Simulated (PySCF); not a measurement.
[ReO4]-, `[O]=[Re-](=[O])(=[O])=[O]` (charge -1 and singlet state). The calculation used PBE0-D3(BJ)/def2-SVP geometry optimisation, gas phase, def2 core potentials past Kr in PySCF.

```
atom  x, y, z in Å
Re1    0.0143   -0.0221   -0.0124
O2     0.0288   -0.0404    1.7166
O3     1.6400   -0.0421   -0.6008
O4    -0.7818    1.4092   -0.5679
O5    -0.8264   -1.4151   -0.5976
```

(1) What is the longest distance between nuclei?

(2) Work out the bond lengths Re1–O2, Re1–O3, Re1–O4, Re1–O5 in Å.

(3) What is the repulsion energy of the bare nuclei, Σ ZA·ZB/RAB?

(4) What are the angles O3–Re1–O5, O3–Re1–O4, O2–Re1–O3, O4–Re1–O5, O2–Re1–O4?

(5) Where is the centre of mass (commonest isotopes), and what is the radius of gyration?

(6) Write the matrix of distances between heavy atoms (Å, lower triangle).

Answers

(1) 6 pairs, among them O4···O5, O2···O4 and O2···O5, 2.825 Å down to 2.822 Å.

(2) For Re1–O2 the difference vector is (0.0145, -0.0183, 1.7290) Å, of length 1.7292 Å. Re1–O2 1.729; Re1–O3 1.729; Re1–O4 1.729; Re1–O5 1.729 Å.

(3) 806.43 Eh over 10 pairs, with full nuclear charges and distances in bohr; the largest single term is 183.63 Eh (Re1 with O3, or a pair equal to it).

(4) From the scalar product of the two bond vectors; for O3–Re1–O5 it is -0.9945 Å² over 1.7290 × 1.7291 Å², cos θ = -0.3327. O3–Re1–O5 109.4°; O3–Re1–O4 109.5°; O2–Re1–O3 109.4°; O4–Re1–O5 109.5°; O2–Re1–O4 109.5°.

(5) Mass 250.935 u; centre at (0.015, -0.022, -0.012) Å; Rg = √(Σ m r²/M) = 0.873 Å. As Ia + Ib + Ic = 2 Σ m r², the three principal moments sum to 382.6 u·Å².

(6) 
```
Re1   0.000
O2    1.729  0.000
O3    1.729  2.822  0.000
O4    1.729  2.824  2.824  0.000
O5    1.729  2.824  2.823  2.825  0.000
```

The point group is Td within 0.08 Å; differences among equivalent distances and angles are scatter left by the optimiser. No frequency check. The geometry's basis has no diffuse functions, a weakness for an anion.
